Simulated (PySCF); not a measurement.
Species: C5H6N2O2.
Bonds: C1–O2, O2–C3, C3–O4 (double), C3–C5, C5–C6 (aromatic), C6–C7 (aromatic), C7–N8 (aromatic), N8–N9 (aromatic), C5–N9 (aromatic). Hydrogens: H10, H11, H12 on C1; H13 on C6; H14 on C7; H15 on N8.

NICS = −σ at a ghost point: NICS(0) at the centroid of the ring atoms, NICS(1) 1 Å to either side along the normal of their mean plane, zz for the tensor component along that normal. Level: GIAO PBE0/pcSseg-1 (PySCF, non-relativistic, gas phase) on the GFN2-xTB geometry, one conformer.

Ring bond lengths (Å), with Mayer bond orders in brackets: C5–C6 1.413 (1.26), C6–C7 1.371 (1.52), C7–N8 1.352 (1.14), N8–N9 1.319 (1.25), N9–C5 1.328 (1.48).

Q: What do the NICS probes read (ppm)?

A: 
| ring | type | NICS(0) | NICS(1), two faces | NICS(1)zz, two faces | rms pucker (Å) | centre to ring atoms, mean (Å) |
| --- | --- | --- | --- | --- | --- | --- |
| C5–C6–C7–N8–N9 | 5-membered ring with 2 N; formal bonds all aromatic | -13.8 | -12.3 / -12.3 | -31.2 / -31.2 | 0.00 | 1.15 |

Q: What can be read from them?

A: 
- C5–C6–C7–N8–N9: mean NICS(1)zz -31.2 ppm, shielded. The ring is flat and has no four-coordinate atom; by the NICS criterion it is aromatic.

Q: What does the geometric index give? Use HOMA with the parameters of Krygowski (1993).

A: 
- C5–C6–C7–N8–N9: HOMA 0.94; the largest term is that of C5–C6, α(R − Ropt)² = 0.16. The geometric and the magnetic index point the same way.

Q: What field does 1 T along the ring normal induce along that normal at the second NICS(1) probe listed for ring C5–C6–C7–N8–N9, 1 Å off the ring?

A: NICSzz × B0 = -31.2 ppm × 1 T = -31 μT, against the applied field.

The values belong to the conformer `[CH3:1][O:2][C:3](=[O:4])[c:5]1[cH:6][cH:7][nH:8][n:9]1`: C1–O2–C3–O4 0°, O2–C3–C5–C6 180°.
